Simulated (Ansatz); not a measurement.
[closo-2-(OH)B5H4]2- (B₅OH₅²⁻). Total charge -2; singlet. Geometry PBE-D4/def2-SVPD.

Cartesian coordinates in Å:
```
B -0.6900 0.3905 -0.0101
B 0.8100 -0.1105 0.9135
B 0.7687 1.2019 -0.1677
B -0.1887 -1.2331 0.1437
B 0.7225 -0.3131 -0.9396
O -2.0940 0.8778 0.0029
H -2.6188 0.0711 0.1159
H 1.4815 -0.2250 1.9508
H 1.2319 2.3334 -0.3132
H -0.7188 -2.3379 0.2894
H 1.2957 -0.6553 -1.9857
```

A multiply charged anion in the gas phase is held together partly by the finite basis. At HF/def2-TZVPD, PBE-D4/def2-SVPD, PBE-D4/def2-TZVPD, PBE0-D4/def2-TZVPD and others the highest occupied level of the charge -2 singlet lies above zero (up to 5.31 eV). The electron is either unbound and held by the finite basis, or the level is raised by self-interaction error.

Problem. Estimate the orbital energies around the gap (eV) in Ansatz with HF/def2-TZVPD, PBE-D4/def2-SVPD, PBE-D4/def2-TZVPD, PBE0-D4/def2-TZVPD, ωB97X-V/def2-TZVPD.

Solution. 
| orbital | HF/def2-TZVPD | PBE-D4/def2-SVPD | PBE-D4/def2-TZVPD | PBE0-D4/def2-TZVPD | ωB97X-V/def2-TZVPD |
| --- | --- | --- | --- | --- | --- |
| HOMO−13 | -26.71 | -15.21 | -15.62 | -18.55 | -21.24 |
| HOMO−12 | -14.64 | -6.62 | -6.83 | -8.97 | -11.92 |
| HOMO−11 | -9.30 | -3.22 | -3.31 | -4.97 | -7.55 |
| HOMO−10 | -7.64 | -1.34 | -1.54 | -3.23 | -6.04 |
| HOMO−9 | -6.48 | -0.69 | -0.88 | -2.45 | -5.22 |
| HOMO−8 | -6.46 | -0.34 | -0.51 | -2.12 | -4.75 |
| HOMO−7 | -5.27 | -0.04 | -0.16 | -1.62 | -4.21 |
| HOMO−6 | -4.74 | 0.48 | 0.33 | -1.09 | -3.64 |
| HOMO−5 | -4.73 | 1.18 | 1.10 | -0.47 | -3.02 |
| HOMO−4 | -1.99 | 2.37 | 2.23 | 1.06 | -1.25 |
| HOMO−3 | -0.54 | 3.02 | 2.89 | 1.89 | -0.33 |
| HOMO−2 | 0.16 | 3.74 | 3.61 | 2.60 | 0.43 |
| HOMO−1 | 2.17 | 4.99 | 4.85 | 4.03 | 1.97 |
| HOMO | 2.50 | 5.31 | 5.17 | 4.36 | 2.31 |
| LUMO | 7.27 | 6.59 | 5.85 | 6.29 | 7.26 |
| LUMO+1 | 7.46 | 7.39 | 6.14 | 6.54 | 7.47 |
| LUMO+2 | 7.52 | 7.51 | 6.25 | 6.63 | 7.54 |
| LUMO+3 | 7.53 | 7.56 | 6.28 | 6.64 | 7.54 |
| LUMO+4 | 7.71 | 7.76 | 6.55 | 6.90 | 7.76 |
| LUMO+5 | 8.86 | 8.56 | 7.39 | 7.84 | 8.83 |
